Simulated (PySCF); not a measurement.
Predicted microwave data (PySCF, PBE0-D3(BJ)/def2-SVP geometry optimisation, gas phase) for one isomer of C9H13B:

| Quantity | Value |
| --- | --- |
| Rotational constants | A = 2357, B = 950.7, C = 736.6 MHz |
| Dipole components | \|μa\| = 0.31 D, \|μb\| = 0.12 D, \|μc\| = 0.17 D |
| Inertial defect | -59.96 u·Å² |
| κ | -0.74 |

Question: Which structure is it? (One computed conformer of each.)
A. `CB(C)C1=CC2(C=C1)CC2`
B. `[CH3:1][B:2]([CH3:3])[C@H:4]1[C@H:5]2[CH:6]=[CH:7][C@@H:8]1[CH:9]=[CH:10]2` with C1–B2–C4–C5 33°
C. `[CH3:1][B:2]([CH3:3])[C:4]1=[CH:5][CH:6]=[CH:7][CH:8]=[CH:9][CH2:10]1` with C4–C5–C6–C7 30°, C6–C7–C8–C9 -30°, C8–C9–C10–C4 71°, B2–C4–C10–C9 104°

Answer: C. It is CB(C)C1=CC=CC=CC1, an asymmetric top, point group C1. The candidates at the same level (rigid rotor, commonest isotopes):

| SMILES | A (MHz) | B (MHz) | C (MHz) | μa (D) | μb (D) | μc (D) | Δ (u·Å²) | point group | rotor |
| --- | --- | --- | --- | --- | --- | --- | --- | --- | --- |
| CB(C)C1=CC=CC=CC1 | 2357 | 950.7 | 736.6 | 0.31 | 0.12 | 0.17 | -59.96 | C1 | asymmetric top |
| CB(C)[C@H]1[C@H]2C=C[C@@H]1C=C2 | 2378 | 1126 | 1012 | 0.07 | 0.03 | 0.22 | -161.62 | near Cs | asymmetric top |
| CB(C)C1=CC2(C=C1)CC2 | 2914 | 781.8 | 652.4 | 1.84 | 0.51 | 0.00 | -45.28 | – | asymmetric top |

`CB(C)C1=CC2(C=C1)CC2` has A 24 % too high; `CB(C)[C@H]1[C@H]2C=C[C@@H]1C=C2` has C 37 % too high. No structure here is proved a minimum.
